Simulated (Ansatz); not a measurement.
Dissociation curve of AlH, singlet.

Computed with restricted PBE/cc-pVDZ in Ansatz (an electronic-structure program).

The batch members p0 to p7 hold the bond at 1.25, 1.35, 1.40, 1.50, 1.59, 1.66, 1.68, 1.80 Å.

Ansatz input:

Ansatz 0.2 input:
```yaml
# input.yaml
basis:
  gaussian: { orbitals: cc-pvdz }
hamiltonian:
  xc: pbe
batch:
  members: [p0.yaml, p1.yaml, p2.yaml, p3.yaml, p4.yaml, p5.yaml, p6.yaml, p7.yaml]

# p4.yaml, one of the 8 members of this batch
crystal:
  periodic: [false, false, false]
  atoms:
    - { symbol: Al, position_ang: [0.0, 0.0, 0.0] }
    - { symbol: H, position_ang: [0.0, 0.0, 1.59] }
total_charge: 0
magnetization:
  spin_polarized: false
```

Lines of the output on each member:

```
Member 3: Total energy: -6607.50760371 eV, -242.8214257068 hartree
Member 1: Total energy: -6606.88328597 eV, -242.7984824529 hartree
Member 0: Total energy: -6606.08953164 eV, -242.7693125193 hartree
Member 2: Total energy: -6607.15296845 eV, -242.8083931014 hartree
Member 4: Total energy: -6607.66956791 eV, -242.8273777815 hartree
Member 5: Total energy: -6607.72072483 eV, -242.8292577635 hartree
Member 6: Total energy: -6607.72573867 eV, -242.8294420187 hartree
Member 7: Total energy: -6607.68663207 eV, -242.8280048778 hartree
```

The restricted form behind RKS-PBE keeps the bonding electrons paired and can't separate into open-shell fragments.
